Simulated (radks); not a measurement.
Task: Species: the osmium ion Os+. Configuration: [Xe] 4f14 5d6 6d1 (not the ground configuration). Method: Dirac Kohn-Sham, PBE, spin-unpolarised, spherical densities, point nucleus; open shells fill j = l - 1/2 first; computed with a radial shooting solver on a logarithmic mesh with Libxc functionals.

Spin-orbit splittings of the eigenvalues, e(l+1/2) - e(l-1/2), with zeta = 2 splitting/(2l+1) and mean radii in bohr:

| shell | occ. | splitting (eV) | zeta (eV) | <r> j=l-1/2 | <r> j=l+1/2 |
|---|---|---|---|---|---|
| 2p | 6 | 1531 | 1021 | 0.06130 | 0.06950 |
| 3p | 6 | 334.0 | 222.6 | 0.1835 | 0.1986 |
| 3d | 10 | 72.33 | 28.93 | 0.1734 | 0.1781 |
| 4p | 6 | 78.44 | 52.30 | 0.4357 | 0.4693 |
| 4d | 10 | ? | ? | 0.4825 | 0.4938 |
| 4f | 14 | 2.805 | 0.8013 | 0.5527 | 0.5609 |
| 5p | 6 | 12.19 | 8.127 | 1.101 | 1.201 |
| 5d | 6 | 1.126 | 0.4506 | 1.680 | 1.739 |
| 6p | 0 | 1.110 | 0.7401 | 3.324 | 3.648 |
| 6d | 1 | 0.06766 | 0.02706 | 6.203 | 6.303 |

Estimate the 4d splitting.

Result: 14.53 eV (zeta = 5.811 eV).
